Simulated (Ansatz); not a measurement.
Z-matrix (Å, degrees):
```
Si
N 1 1.723
As 1 2.672 2 44.7
C 1 1.880 2 90.1 3 -18.7
H 1 1.489 2 115.0 3 -140.3
H 1 1.496 2 115.1 3 92.8
H 2 1.007 1 130.5 3 -140.6
B 3 1.996 1 99.1 2 106.3
H 4 1.087 1 117.6 2 133.4
H 4 1.089 1 116.3 2 -92.6
H 8 1.197 3 117.9 1 113.0
H 8 1.195 3 121.0 1 -79.1
```

Charge 0, multiplicity 1.

(1) List the ωB97M-V/def2-TZVPP orbital energies in eV (the Gaussian-basis code of Ansatz). (An estimate is asked.)

Results:

(1) Ansatz gave: Occupied: -11604.97, -1807.08, -1473.02, -1314.31, -1314.28, -1314.26, -394.06, -281.52, -195.44, -188.32, -148.09, -141.59, -141.50, -141.40, -102.21, -102.20, -102.19, -47.96, -47.93, -47.84, -47.79, -47.75, -26.42, -22.47, -19.21, -17.47, -16.48, -14.68, -14.08, -12.96, -12.35, -12.14, -11.75, -10.84, -9.95, -8.35. Lowest empty: -0.23, 1.12, 2.54, 3.01, 3.11, 3.23, 3.60, 3.76.
